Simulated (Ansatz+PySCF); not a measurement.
The numbers below are computed, except where a source is named.
**Several solutions for singlet KCl**

```xyz
2

K     0.0000    0.0000   -1.2535
Cl    0.0000    0.0000    1.4010
```

Basis set: def2-SVP (spherical functions). Charge 0, multiplicity 1.

CASSCF(2,2) was run from several starts with Ansatz (development build ahead of 0.2.0) and PySCF 2.14.0. The starts are those of the Hartree–Fock orbitals from which the active space was taken at the frontier.

```tsv
run	program	start	converged	energy (hartree)	<S²>
A	PySCF	program defaults	yes	-1058.50940	0.00
B	Ansatz	stability test followed	yes	-1058.51645	0.00
C	Ansatz	atomic start, no search	yes	-1058.51516	0.00
D	Ansatz	search for the lowest state	yes	-1058.51645	0.00
```

Q: Which runs reached the lowest solution of this kind, and what is wrong with the others?

A: B, D reached the lowest solution found. Converged but too high: A by 0.19 eV, C by 0.04 eV. Convergence only shows a stationary point; in CASSCF the end hangs on which orbitals enter the active space. Caution: other starts end on other solutions of this active space.
